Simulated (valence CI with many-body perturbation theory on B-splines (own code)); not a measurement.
# Pd XLII: electric-dipole lines

Calculated by configuration interaction combined with many-body perturbation theory (CI+MBPT): three valence electrons over a frozen Dirac-Fock core [He], a basis of 11 s, 11 p, 9 d, 7 f, 5 g, 2 h, 1 i functions for each j, with the one-electron correlation potential Σ1, the two-electron term Σ2, the three-electron term Σ3, Breit, model QED; selected CI, second order for the rest (own B-spline code, finite nucleus).

The last digits are not significant, and no measured levels were compared; by estimate large intervals hold to a few tenths of a per cent, small ones and those within an open d or f shell to about a per cent.

Lines 51 to 100 of 271 in falling wavelength, among levels below 4198.6 eV, chosen from the strongest by gf and those to the six lowest levels. Wavelengths and rates use the calculated energies. Electric multipoles are in the length gauge, E1 and E2 with the static RPA response of the core. Weak lines are less certain than strong ones. Lines between different terms over intervals too small for the method are left out, as are lines whose strength nearly cancels. The highest levels of a list are the least certain.

Levels are named by their leading jj configuration (3d3/2^4 stands for four electrons in 3d with j = 3/2), which in mixed levels can hold well under half, so a name can repeat and another be missing. Letters in brackets count levels of one name in rising energy.

```tsv
λ vac (Å)	Upper	Lower	A (s⁻¹)	log gf	Branch %
42.66	(2p1/2 2p3/2^2) J=3/2	(2s 2p1/2 2p3/2) J=1/2	1.07e+11	-0.93	29.7
42.19	(2p1/2 2p3/2^2) J=3/2	(2s 2p1/2 2p3/2) J=3/2 [b]	2.51e+10	-1.57	7.0
39.96	(2p3/2^3) J=3/2	(2s 2p3/2^2) J=3/2	3.22e+11	-0.51	61.1
39.88	(2p1/2 2p3/2^2) J=5/2	(2s 2p1/2 2p3/2) J=3/2 [b]	1.19e+11	-0.77	40.4
39.80	(2p1/2 2p3/2 3d5/2) J=9/2	(2s 2p1/2 3d5/2) J=7/2	8.95e+10	-0.67	16.7
39.65	(2p1/2 2p3/2 3d5/2) J=7/2	(2s 2p1/2 3d5/2) J=5/2 [a]	9.76e+10	-0.74	2.2
39.62	(2p1/2 2p3/2 3p3/2) J=7/2	(2s 2p1/2 3p3/2) J=5/2	1.15e+11	-0.66	0.2
39.33	(2p1/2 2p3/2 3p3/2) J=5/2 [a]	(2s 2p1/2 3p3/2) J=3/2 [a]	1.05e+11	-0.84	0.2
39.12	(2s 2p3/2 3d5/2) J=7/2 [b]	(2s^2 3d5/2) J=5/2	1.66e+11	-0.52	0.2
38.93	(2p1/2 2p3/2 3d3/2) J=7/2	(2s 2p1/2 3d3/2) J=5/2	8.57e+10	-0.81	2.8
38.70	(2p1/2 2p3/2 3p1/2) J=3/2 [b]	(2s 2p1/2 3p1/2) J=1/2 [b]	1.24e+11	-0.95	0.2
38.57	(2s 2p3/2 3d3/2) J=5/2 [b]	(2s^2 3d3/2) J=3/2	1.52e+11	-0.69	0.1
38.57	(2s 2p3/2 3p3/2) J=5/2 [b]	(2s^2 3p3/2) J=3/2	1.63e+11	-0.66	0.8
38.51	(2p1/2 2p3/2 3d3/2) J=3/2 [a]	(2s 2p1/2 3d3/2) J=3/2 [a]	1.21e+11	-0.97	0.2
38.38	(2p1/2 2p3/2 3p1/2) J=5/2	(2s 2p1/2 3p1/2) J=3/2	1.19e+11	-0.80	0.4
38.25	(2p1/2 2p3/2 3s) J=5/2	(2s 2p1/2 3s) J=3/2	1.37e+11	-0.74	0.5
38.14	(2s 2p3/2 3p1/2) J=1/2	(2s^2 3p1/2) J=1/2	2.26e+11	-1.01	1.2
38.08	(2s 2p3/2 3s) J=1/2	(2s^2 3s) J=1/2	2.39e+11	-0.98	0.5
37.94	(2s 2p3/2 3p1/2) J=3/2 [b]	(2s^2 3p1/2) J=1/2	1.92e+11	-0.78	1.0
37.94	(2s 2p3/2 3d5/2) J=5/2 [b]	(2s^2 3d5/2) J=5/2	2.15e+11	-0.56	0.1
37.82	(2s 2p3/2 3s) J=3/2 [b]	(2s^2 3s) J=1/2	2.18e+11	-0.73	1.0
37.75	(2s 2p3/2 3d3/2) J=3/2 [b]	(2s^2 3d3/2) J=3/2	1.41e+11	-0.92	0.1
37.61	(2s 2p3/2 3d5/2) J=3/2 [b]	(2s^2 3d5/2) J=5/2	2.54e+11	-0.67	0.1
36.90	(2p1/2 2p3/2^2) J=3/2	(2s 2p1/2 2p3/2) J=5/2	2.44e+10	-1.70	6.8
36.85	(2s 2p1/2 2p3/2) J=3/2 [b]	(2s^2 2p1/2) J=1/2	2.11e+11	-0.77	98.5
36.50	(2s 2p1/2 2p3/2) J=1/2	(2s^2 2p1/2) J=1/2	3.07e+11	-0.91	98.3
36.15	(2p1/2 2p3/2^2) J=1/2	(2s 2p1/2 2p3/2) J=3/2 [b]	3.04e+11	-0.92	69.5
35.69	(2s 2p3/2^2) J=1/2	(2s^2 2p3/2) J=3/2	2.58e+11	-1.01	99.8
35.57	(2s 2p3/2^2) J=3/2	(2s^2 2p3/2) J=3/2	4.11e+11	-0.51	97.1
35.46	(2p1/2^2 2p3/2) J=3/2	(2s 2p1/2^2) J=1/2	1.50e+11	-0.95	71.2
35.12	(2p1/2 2p3/2^2) J=5/2	(2s 2p1/2 2p3/2) J=5/2	1.47e+11	-0.79	49.9
34.22	(2p1/2 2p3/2^2) J=3/2	(2s 2p1/2 2p3/2) J=3/2 [a]	1.77e+11	-0.90	49.4
24.80	(2p3/2^3) J=3/2	(2s 2p1/2 2p3/2) J=3/2 [b]	1.10e+10	-2.39	2.1
24.68	(2p1/2 2p3/2^2) J=3/2	(2s 2p1/2^2) J=1/2	8.35e+09	-2.52	2.3
23.56	(2s 2p3/2^2) J=3/2	(2s^2 2p1/2) J=1/2	1.22e+10	-2.39	2.9
3.720	(2s^2 3p1/2) J=1/2	(2s 2p1/2 2p3/2) J=3/2 [b]	9.63e+11	-2.40	62.2
3.672	(2s 2p1/2 3s) J=1/2 [a]	(2s 2p1/2 2p3/2) J=3/2 [b]	1.43e+12	-2.24	4.7
3.668	(2s^2 3p3/2) J=3/2	(2s 2p1/2 2p3/2) J=3/2 [b]	5.92e+11	-2.32	5.4
3.649	(2s 2p1/2 3s) J=3/2	(2s 2p1/2 2p3/2) J=3/2 [b]	1.94e+12	-1.81	7.4
3.638	(2s 2p1/2 3s) J=1/2 [b]	(2s 2p1/2 2p3/2) J=3/2 [b]	1.29e+13	-1.29	57.4
3.635	(2p1/2 2p3/2 3s) J=5/2	(2p1/2 2p3/2^2) J=5/2	9.96e+12	-0.93	39.1
3.623	(2s^2 3p3/2) J=3/2	(2s 2p1/2 2p3/2) J=5/2	7.50e+12	-1.23	68.1
3.617	(2s 2p3/2 3s) J=5/2	(2s 2p3/2^2) J=5/2	9.78e+12	-0.94	28.4
3.604	(2s 2p1/2 3s) J=3/2	(2s 2p1/2 2p3/2) J=5/2	1.16e+13	-1.04	44.4
3.603	(2s 2p3/2 3s) J=3/2 [a]	(2s 2p3/2^2) J=5/2	2.03e+13	-0.80	53.8
3.599	(2s 2p1/2 3s) J=1/2 [a]	(2s 2p1/2 2p3/2) J=3/2 [a]	2.32e+13	-1.04	76.3
3.598	(2s^2 3s) J=1/2	(2s^2 2p3/2) J=3/2	2.35e+13	-1.04	71.2
3.596	(2s^2 3p3/2) J=3/2	(2s 2p1/2 2p3/2) J=3/2 [a]	4.03e+11	-2.51	3.7
3.577	(2s 2p1/2 3s) J=3/2	(2s 2p1/2 2p3/2) J=3/2 [a]	1.64e+12	-1.90	6.2
3.540	(2s 2p1/2 3d3/2) J=3/2 [a]	(2s 2p1/2 2p3/2) J=3/2 [b]	1.20e+13	-1.04	24.2
```

**Question.** How does gf follow from A for the line at 36.90 Å?

**Answer.** gf = 1.4992 × (2J+1)_upper × A / σ², with σ = 2709987 cm⁻¹ and 2J+1 = 4: gf = 0.0199.
